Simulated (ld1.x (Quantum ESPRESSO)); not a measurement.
# Transferability test, TM potential for Pb (Z = 82)

ld1.x (Quantum ESPRESSO) 7.5 input, shortened:

```
&input
   title='Pb', zed=82., rel=1, dft='REVPBE', iswitch=3,
   config='[Xe] 4f14 5d10 6s2 6p2 6d-2'
 /
 &inputp
   pseudotype=2, tm=.true., lloc=-1, rcloc=1.50,
   nlcc=.false.
 /
3
6S  1  0   2.00   0.00  1.80  1.80  0.0
6P  2  1   2.00   0.00  2.65  2.65  0.0
6D  3  2  -2.00   0.15  2.50  2.50  0.0
 &test
   configts(1)='6s2 6p2'
 /
```

Energies are relative to the spin-unpolarised reference configuration 6s2 6p2; without spin polarisation the order of configurations can differ from experiment.

```tsv
valence configuration	charge	ΔE all-electron (eV)	error AE − PS (meV)
6s2 6p1	+1	6.487	+3.5
6s2 6p0	+2	19.813	+57
6s2 6p2.3	-0.3	-0.779	+0.6
6s2 6p1.5	+0.5	2.452	+0.3
6s1 6p3	0	8.731	+20
6s1 6p2	+1	16.024	-16
```

**Question.** What are ΔE and the potential's error for 6s1 6p0?

**Answer.** ΔE = 52.078 eV all-electron; the error (AE − PS) is +34 meV.

These tests converged, but a pseudo level misses the all-electron one widely, so the file describes the atom poorly there or has found another state: 6s1 6p0: empty 6p by 2.8 eV (a node warning on the way).

Note: ghost states, extra bound levels that the all-electron valence spectrum of the same l lacks: s at -138.0 eV, p at -41.5 eV. A true bound ghost makes a file unfit for plane-wave use.
